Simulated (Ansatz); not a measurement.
(Cl)2Al-O-SiH3 (AlSiCl₂OH₃), relaxed as a singlet with RKS r2SCAN-D4/def2-SVP in Ansatz, starting from the GFN2-xTB geometry. Force threshold 0.02 eV/Å.

Start:

```xyz
8

Al   -1.3436   -1.0567    0.5097
Cl   -1.0988   -3.0517    0.2816
Cl   -2.9856   -0.1520    1.2730
O    -0.0821   -0.0708    0.0283
Si    1.1481    0.9019   -0.4357
H     1.4386    0.5490   -1.8257
H     0.6638    2.2752   -0.2978
H     2.2596    0.6051    0.4667
```

**Question.** Estimate the energy that the relaxation releases and the steps that it takes.

**Answer.** 17.6 kJ/mol, in 6 steps; 16 s on 4 threads of Arm Neoverse V2 on a shared host. No frequencies were taken in this run, so the end may be a saddle point.

**Question.** Does the start keep its bonding?

**Answer.** By distances, no bond broke or formed. The bond that changes most is Al1–Cl2, from 2.02 to 2.08 Å (atoms count from 1).

**Question.** Predict the relaxed structure.

**Answer.** 
```xyz
8

Al   -1.356   -1.068    0.515
Cl   -1.214   -3.138    0.325
Cl   -3.093   -0.234    1.310
O    -0.086   -0.084    0.035
Si    1.153    0.905   -0.438
H     1.517    0.614   -1.855
H     0.737    2.333   -0.325
H     2.342    0.672    0.433
```
Bond lengths: 2 × Al–Cl 2.08 Å; 1 × O–Si 1.65 Å; 1 × Al–O 1.68 Å; 3 × H–Si 1.49 Å.
